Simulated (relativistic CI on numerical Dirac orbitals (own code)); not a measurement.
# Ce2+ (4f2) in a crystal field

Calculated by Dirac-Coulomb-Breit CI, separate exchange-only KLI orbitals for each configuration, QED by a radiative potential, valence Slater integrals scaled by 0.8, one configuration in a parametric crystal field (own radial code).

Field parameters in Wybourne normalisation; cubic f-shell fields have B⁴₄ = √(5/14) B⁴₀ and B⁶₄ = −√(7/2) B⁶₀. The field is a parameter set, without covalency.

S is read from ⟨S²⟩ = S(S + 1).

Powder χT (cm³ K mol⁻¹) by Van Vleck's formula, with temperature-independent terms:

| Field | 2 K | 5 K | 10 K | 20 K | 50 K | 100 K | 200 K | 300 K |
| --- | --- | --- | --- | --- | --- | --- | --- | --- |
| D3d, B20 = -160, B40 = -620, B43 = 1160, B60 = 450, B63 = 170, B66 = -80 cm⁻¹ | 0.0301 | 0.0752 | 0.15 | 0.301 | 0.732 | 1.18 | 1.48 | 1.58 |
| D3d, B20 = -80, B40 = -760, B43 = 1070, B60 = 220, B63 = 130, B66 = -40 cm⁻¹ | 0.0357 | 0.0893 | 0.179 | 0.357 | 0.849 | 1.27 | 1.51 | 1.59 |
| D3d, B20 = 800, B40 = 510, B43 = 1000, B60 = 0, B63 = -250, B66 = 370 cm⁻¹ | 1.05 | 1.05 | 1.07 | 1.1 | 1.19 | 1.31 | 1.47 | 1.57 |
| D3d, B20 = 630, B40 = -760, B43 = -60, B60 = 400, B63 = 320, B66 = -450 cm⁻¹ | 0.0389 | 0.0972 | 0.194 | 0.39 | 0.919 | 1.3 | 1.52 | 1.6 |
| D4h, B20 = 470, B40 = 920, B44 = 350, B60 = 390, B64 = 100 cm⁻¹ | 0.926 | 1.19 | 1.25 | 1.29 | 1.36 | 1.46 | 1.57 | 1.63 |
| Oh, B40 = 350, B60 = 260 cm⁻¹ | 0.0392 | 0.098 | 0.196 | 0.392 | 0.937 | 1.39 | 1.58 | 1.64 |

Problem. For D4h, B20 = 470, B40 = 920, B44 = 350, B60 = 390, B64 = 100 cm⁻¹: what effective moment follows at 300 K?

Solution. μ_eff = √(8χT) = 3.61 μB. The LS value g√(J(J + 1)) of the free ion's 3H_4 level is 3.58 μB.
